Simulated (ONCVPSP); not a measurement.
S (Z = 16): one change to an ONCV potential, before and after

sulfur, optimised norm-conserving Vanderbilt (ONCV), made with ONCVPSP 4.0.1 (BLYP, scalar-relativistic). Core [Ne], reference 3s2 3p2 (charge +2). Waves: 3s: rc 1.45 bohr, ncon 4, nbas 8, qcut 5.6 1/bohr, 3 projectors, debl 3 Ha; 3p: rc 1.40 bohr, ncon 3, nbas 8, qcut 5 1/bohr, 2 projectors, debl 2.8 Ha; d scattering state at 0.1 Ha: rc 1.25 bohr, ncon 4, nbas 8, qcut 7.1 1/bohr, 3 projectors, debl 2 Ha. Local part: polynomial inside 1.15 bohr (lpopt 5, dvloc0 -1 Ha). Core correction: Teter function, fcfact 5.25, rcfact 1.2.

Change: s: rc 1.94.

Cutoffs: the cutoffs (Ha) at which the residual kinetic energy of the hardest occupied pseudo-wave falls to 1 and 0.1 mHa per electron; they do not see the model core or the augmentation charge, which bear on the density cutoff. Errors are all-electron minus pseudo energies relative to the spin-unpolarised reference configuration.

**Question.** Predict the effect on cutoff, ghosts and configuration errors.

**Answer.** The potential gets softer (13 Ha and 26 Ha → 11 Ha and 26 Ha); both files keep a bound ghost (d); of the 4 tests that both files solve, the error grows in 4 and shrinks in 0 by more than 15 % and 0.3 meV (median size 17.9 → 23.8 meV). A larger radius leaves more room for a smooth pseudo-wave, so fewer plane waves are needed. More of the atom is replaced by a form fitted at one configuration, so other configurations suffer.

```csv
quantity,base,changed
"cutoff, loose",13 Ha,11 Ha
"cutoff, tight",26 Ha,26 Ha
loose cutoff by channel,"s 13 Ha, p 7.2 Ha","s 11 Ha, p 7.2 Ha"
bound ghosts,d,d
GHOST(+) flags under 300 eV,s at 237.5 eV,s at 277.5 eV
"error for 3s2 3p4, meV [ΔE -33.76 eV]",+21,+27
"error for 3s2 3p3, meV [ΔE -22.14 eV]",+9.1,+12
"error for 3s2 3p1, meV [ΔE 33.93 eV]",+19,+25
"error for 3s0 3p6, meV [ΔE -13.00 eV]",+16,+23
p: phases at 1.42 bohr within 0.05 rad from the reference energy up to (Ha; the scan ends near 5),to the end of the scan,to the end of the scan
d: phases at 1.27 bohr within 0.05 rad from the reference energy up to (Ha; the scan ends near 5),to the end of the scan,to the end of the scan
"rms error of d²Exc/dni dnj with the model core, mHa",3.07,2.52
```

 A true bound ghost makes a file unfit for plane-wave use even where its test errors are small: the radial tests pick states by their node count and pass the ghost by.
